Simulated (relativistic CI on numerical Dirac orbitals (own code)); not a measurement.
# What each ingredient does to the levels of Zr+

Base calculation: Dirac-Coulomb-Breit CI, KLI orbitals optimised for each configuration, a model potential for QED, valence Slater integrals scaled by 0.85, P86 correlation energy added to each configuration.

Configuration list (outside the closed core [Kr]): 4d²5s, 4d³, 4d²5p, 4d5s5p, 4d5s², 4d²5d, 5s5p², 5s²5p, 4d²5f, 4d²5g, 4d5s4f, 4d5p², 4d²6s, 4d5s6p, 4d²6p, 4d5s6s, 4d5s7s, 4d²4f, 4d²7s, 4d5s6d, 4d²6d, 4d5s5d, 4d5s7p, 4d²7p, 5s²5d, 4d5s5f, 4d5s5g, 5s5p5f, 5s6s², 5s5p5g, 4d5s8s, 4d5p5f, 4d6s², 4d5p5g, 4d²8s, 4d5p5d. Levels of other configurations are missing.

Variants: (1) no correlation estimate; (2) valence Slater integrals scaled by 0.75; (3) Breit term removed; (4) one mean potential for all configurations. Shifts of the energy above 4d²5s ⁴F3/2, in cm⁻¹, for the lowest level and the first level of each name with at least 55 % of one term (blank where a level changes its place among those of its configuration and J or its character, or is not in the variant):

```
      Level     Base     Δ(1)    Δ(2)    Δ(3)    Δ(4)  Measured
4d²5s ⁴F3/2      0.0      0.0     0.0     0.0     0.0       0.0
4d²5s ⁴F5/2    264.7     -0.6    +0.6   +18.1    +6.4     314.7
4d²5s ⁴F7/2    640.2     -1.4    +2.8   +44.6   +14.5     763.4
4d²5s ⁴F9/2   1114.3     -2.3    +4.1   +77.8   +24.7    1322.7
  4d³ ⁴F3/2   1633.6  +2286.7  +189.9   +93.0  -585.0    2572.4
  4d³ ⁴F5/2   1873.7  +2319.9  +190.2  +112.7  -603.2    2895.1
  4d³ ⁴F7/2   2190.0  +2339.9  +187.7  +137.8  -624.1    3299.7
  4d³ ⁴F9/2   2568.1  +2339.0  +180.8  +166.1  -645.5    3757.7
  4d³ ²P1/2   5421.9  +1358.7  -335.4   +92.3  -131.1          
  4d³ ²P3/2   5762.9  +1297.0  -307.3  +114.9   -45.0          
4d²5s ²F5/2   5854.5    +84.5  -534.9   +44.5  +469.4    5752.9
4d²5s ²F7/2   6482.3   +107.8  -580.1   +79.2  +459.3    6467.5
  4d³ ²G7/2   7732.8  +1631.2  -550.1  +115.0  -417.8          
4d²5s ⁴P1/2   7955.5     +1.5  -836.6   +27.1   +67.9          
  4d³ ²G9/2   8001.1  +1577.2  -562.3  +132.3  -429.5          
4d²5s ⁴P3/2   8134.9     +2.7  -831.7   +40.4   +72.5          
4d²5s ⁴P5/2   8401.4     -3.0  -824.1   +62.0   +80.4          
  4d³ ⁴P1/2   9118.7  +2319.9  -608.8  +127.6  -555.2          
  4d³ ⁴P3/2   9272.2  +2310.6  -609.0  +138.8  -560.5          
  4d³ ⁴P5/2   9468.9  +2324.1  -613.1  +150.1  -571.3          
  4d³ ²H9/2  12069.2  +2289.6  -974.7  +140.2  -631.0          
 4d³ ²H11/2  12368.1  +2347.3  -976.1  +164.2  -653.3
```

For a near-neutral ion this model can misplace configurations by up to about 10,000 cm⁻¹ (more where the count of f electrons changes) and terms by 10 to 25 % of their spread. Rates follow the energies as ν³ (E1, M1) or ν⁵ (E2), so they and the lifetimes can be off by large factors. The fine structure of a lone outer electron comes out too small, for d and f at times inverted, and misplaced configurations move strength between like terms. 22 of the 29 excited levels that our extract of the measured tables holds in this range could be paired (the sources list more); they are missed by 977 cm⁻¹ on average and 1676 at most, and levels without a partner can miss by more. Some levels of the ground configuration have no partner and can miss by 10 % or more.

Measured levels: NIST Handbook of Basic Atomic Spectroscopic Data (Sansonetti and Martin, J. Phys. Chem. Ref. Data 34, 1559 (2005)).

Ionisation energy from the two ground configurations alone: base 12.85 eV; no correlation estimate 12.15 eV; valence Slater integrals scaled by 0.75 12.81 eV; Breit term removed 12.85 eV. The NIST ASD value (measured) is 13.13 eV. The gap of more than 2 % comes from missing correlation.

LS names give the leading component of a level, which can be under half, so a name can repeat, a term be missing and a line seem to break the LS rules.
